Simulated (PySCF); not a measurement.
PySCF 2.14 output of an unrestricted M06-L calculation on a single atom or ion in pcseg-2 (6s4p3d2f1g, 56 functions), with no relativity, point nucleus:

```
SCF conv_tol = 1e-09
number electrons alpha = 15  beta = 13
    Y. Zhao and D. G. Truhlar.,  J. Chem. Phys. 125, 194101 (2006)
    Y. Zhao and D. G. Truhlar.,  J. Chem. Phys. 125, 194101 (2006)
    Y. Zhao and D. G. Truhlar.,  Theor. Chem. Acc. 120, 215 (2008)
cycle= 1 E= -1508.21815999217  delta_E= -0.00899  |g|= 0.17  |ddm|= 0.269
cycle= 2 E= -1508.20412086104  delta_E= 0.014  |g|= 0.31  |ddm|= 0.226
cycle= 3 E= -1508.22407612985  delta_E= -0.02  |g|= 0.0015  |ddm|= 0.134
cycle= 4 E= -1508.22407652668  delta_E= -3.97e-07  |g|= 0.001  |ddm|= 0.00176
cycle= 5 E= -1508.22407677566  delta_E= -2.49e-07  |g|= 4.23e-05  |ddm|= 0.000954
cycle= 6 E= -1508.22407677629  delta_E= -6.23e-10  |g|= 6.21e-06  |ddm|= 6.3e-05
converged SCF energy = -1508.22407677629  <S^2> = 2.0053925  2S+1 = 3.0035928
```

The run itself started from symmetry-adapted Hartree-Fock orbitals and held the occupation by maximum overlap, on a logarithmic radial grid, so the iterations belong to that start.

**Question.** Which element, charge and spin multiplicity is this?

**Answer.** Ni (nickel, neutral), multiplicity 3; the state was [Ar] 3d8 4s2, high-spin 3F determinant.
